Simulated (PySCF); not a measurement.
## Diatomics of I with the fourth-period p block

PBE0 with double-zeta basis sets in PySCF, for the lowest determinant that a PBE0 search found; no spin–orbit coupling. De refers to high-spin ground-configuration atoms. A positive dipole means M(−)I(+).

| M | basis | state (unpaired electrons) | Re (Å) | ωe (cm⁻¹) | De (eV) | μ (D) |
| --- | --- | --- | --- | --- | --- | --- |
| Ga | def2-SVP | singlet (closed shell) | 2.590 | 220 | 3.80 | -2.44 |
| Ge | cc-pVDZ-PP | doublet (π ↑) | 2.547 | 242 | 3.12 | -1.53 |
| As | def2-SVP | triplet (π ↑↑) | 2.500 | 260 | 2.39 | -0.65 |
| Se | cc-pVDZ-PP | doublet (π ↑) | 2.468 | 273 | 2.18 | 0.41 |
| Br | def2-SVP | singlet (closed shell) | 2.491 | 273 | 2.05 | 0.85 |

By what factor does the well depth vary along the series?

At PBE0 it runs from 2.05 eV (IBr) to 3.80 eV (GaI), a factor of 1.85.

The rows differ in basis set, which adds steps of its own.

The state changes along the series, so neighbouring rows are not always alike in their bonding.

These are scalar-relativistic numbers at best; spin–orbit coupling would shift them, the dissociation energy most. States were picked by a PBE0 search and need not be the measured ground states.
